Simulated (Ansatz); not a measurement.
An input meant for (CdO)2 ring (Cd₂O₂) (charge 0, singlet).

```yaml
crystal:
  periodic: [false, false, false]
  atoms:
    - {symbol: Cd, position_ang: [-0.706995, -0.491906, 1.045043]}
    - {symbol: O, position_ang: [0.732198, -1.419005, -0.172483]}
    - {symbol: Cd, position_ang: [0.706937, 0.491890, -1.045087]}
    - {symbol: O, position_ang: [-0.732139, 1.419021, 0.172527]}
basis:
  gaussian: {orbitals: STO-3G}
magnetization: {spin_polarized: true, initial_magnetization: 0}
hamiltonian: {xc: {name: HF}}
correlation: {method: mp2, frozen_orbitals: {Cd: 0}}
scf: {omitted_lower_state_checks: [starts]}
```

```sh
$ ansatz run in.yaml --threads 4 --pin off --events-out ev --progress --plain --max-ram 3916MiB
```

It prints (some lines left out):

```
Functional definition: HF
  name "HF"
  cite "Fock, Z. Phys. 61, 126 (1930) doi:10.1007/BF01340294"
  parent pbe
  exchange = exact_x
  correlation = 0
these checks for a lower state are left out or cut short: starts
Error: "frozen_orbitals" has no count for O
```

(1) Something in this input is off. What?

Answers

(1) Frozen orbitals are typed for one element alone, and the program wants a count for each (the count typed has to fit that element's core, too). The input was rejected before any iteration.
